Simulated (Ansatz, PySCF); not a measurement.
ZrOCl2, SMILES [O]=[Zr]([Cl])[Cl], multiplicity 1. Atoms are numbered in the order given.

```xyz
4

Zr    -0.0173    -0.2546     0.0000
O      0.7884    -1.7946     0.0000
Cl     0.0811     0.8831    -2.0991
Cl     0.0811     0.8831     2.0991
```
Charge 0, spin multiplicity 1.

The structure is a stationary point at B3LYP-D3(BJ)/def2-SVP. The spin state was assumed, not searched. The def2 effective core potentials stand for the cores of Zr; spin–orbit coupling is left out.

Two levels are set side by side: PBE-D3(BJ)/def2-SVP (Ansatz, an electronic-structure program) and B3LYP-D3(BJ)/def2-SVP (Ansatz). Each level has its own optimised geometry; the coordinates shown are those of the second. Frequencies come from the Hessian of PySCF at each geometry. Differences are taken from unrounded values.

```
quantity                            B3LYP-D3(BJ)  PBE-D3(BJ)  PBE-D3(BJ) minus B3LYP-D3(BJ)
----------------------------------  ------------  ----------  -----------------------------
mean bond length (Å)                       2.172       2.169                         -0.003
bond Zr1–O2 (Å)                            1.738       1.746                          0.008
bond Zr1–Cl3 (Å)                           2.390       2.381                         -0.008
bond Zr1–Cl4 (Å)                           2.390       2.381                         -0.009
highest harmonic wavenumber (cm⁻¹)           977         948                            -29
mean harmonic wavenumber (cm⁻¹)              352         348                             -4
zero-point energy (kcal/mol)                3.02        2.99                          -0.03
```
